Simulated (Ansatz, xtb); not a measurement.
**FHOSi2+: where a starting geometry ends**

The starting geometry of this gas-phase doublet has its atoms placed at random.

```xyz
5

F    -1.0431   -0.5511    0.5857
O     0.3699    0.6833   -1.0768
Si    1.7430   -0.6701    0.3658
Si   -0.7558   -1.1699   -0.7030
H    -1.1717    0.0171    1.1677
```

One run relaxed it with r2SCAN-D4/def2-SVP. What is a likely outcome?

It loosens into OSi2 + FH, which stay close as a complex (formulas without charges). Distances that change by over a tenth: F1–H5 (0.82 → 0.94 Å). Contacts that open: F1–Si4 (1.46 → 2.19 Å). Contacts that close: O2–Si3 (2.41 → 1.67 Å), O2–Si4 (2.20 → 1.71 Å).

The energy falls by 8.02 eV over 22 steps:

| step | E − E(last) (eV) |
| --- | --- |
| 1 | 8.021 |
| 3 | 1.324 |
| 6 | 0.104 |
| 8 | 0.063 |
| 10 | 0.041 |
| 13 | 0.028 |
| 15 | 0.013 |
| 17 | 0.005 |
| 20 | 0.000 |
| 22 | 0.000 |

Final geometry (Å):

```xyz
5

F    -1.1354   -0.1072    0.9927
O     0.7751    0.2459   -0.8950
Si    1.9795   -0.6865   -0.2005
Si   -0.4927   -0.9076   -0.9377
H    -1.9841   -0.2352    1.3798
```

From the same start GFN2-xTB reaches the same bonding as this run.

From so rough a start the end depends on the optimiser's path, so another program may land elsewhere. The end wasn't checked by frequencies. Open shells are spin-unrestricted. Run with Ansatz 0.2.0, 86 s on 1 thread of Intel(R) Xeon(R) 6975P-C (Granite Rapids) (shared host).
